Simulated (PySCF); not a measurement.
C₂H₈GeO, SMILES C[CH2][GeH2][OH].

Geometry optimised at PBE0-D3(BJ)/def2-SVP. This is a generated structure with no PubChem entry under its InChIKey; it may be hypothetical. Other conformers were not sampled.

All values below come from PBE0-D3(BJ)/def2-SVP (PySCF).

Frequencies are harmonic and unscaled.

Task: Give all harmonic wavenumbers and intensities. (An estimate is asked for; the answer gives what the named calculation found.)

Result: 
| mode | ν (cm⁻¹) | IR (km/mol) | moving atoms (share of kinetic energy) |
|---|---|---|---|
| 1 | 64 | 2.8 | H 36 %, O 30 %, C 29 % |
| 2 | 105 | 106.3 | H 80 %, O 17 % |
| 3 | 159 | 6.8 | H 52 %, C 22 %, O 21 % |
| 4 | 221 | 0.2 | H 72 %, C 22 % |
| 5 | 278 | 6.9 | H 46 %, C 28 %, Ge 15 %, O 12 % |
| 6 | 481 | 30.7 | H 76 %, Ge 12 %, C 10 % |
| 7 | 587 | 21.2 | C 55 %, H 32 %, Ge 11 % |
| 8 | 655 | 32.2 | H 89 % |
| 9 | 699 | 91.8 | O 69 %, Ge 19 %, H 10 % |
| 10 | 718 | 31.0 | H 79 %, C 11 % |
| 11 | 807 | 117.3 | H 93 % |
| 12 | 861 | 81.5 | H 98 % |
| 13 | 914 | 72.2 | H 90 %, O 9 % |
| 14 | 968 | 9.0 | H 84 %, C 15 % |
| 15 | 984 | 8.2 | H 81 %, C 18 % |
| 16 | 1066 | 10.4 | C 69 %, H 31 % |
| 17 | 1243 | 0.4 | H 68 %, C 32 % |
| 18 | 1250 | 2.1 | H 73 %, C 27 % |
| 19 | 1389 | 2.3 | H 81 %, C 19 % |
| 20 | 1432 | 4.0 | H 90 %, C 10 % |
| 21 | 1474 | 5.8 | H 97 % |
| 22 | 1477 | 6.8 | H 97 % |
| 23 | 2114 | 146.9 | H 99 % |
| 24 | 2172 | 139.4 | H 99 % |
| 25 | 3046 | 29.5 | H 97 % |
| 26 | 3067 | 9.7 | H 94 % |
| 27 | 3122 | 0.5 | H 91 %, C 9 % |
| 28 | 3136 | 18.4 | H 91 %, C 9 % |
| 29 | 3143 | 21.2 | H 91 %, C 9 % |
| 30 | 3921 | 66.6 | H 94 % |
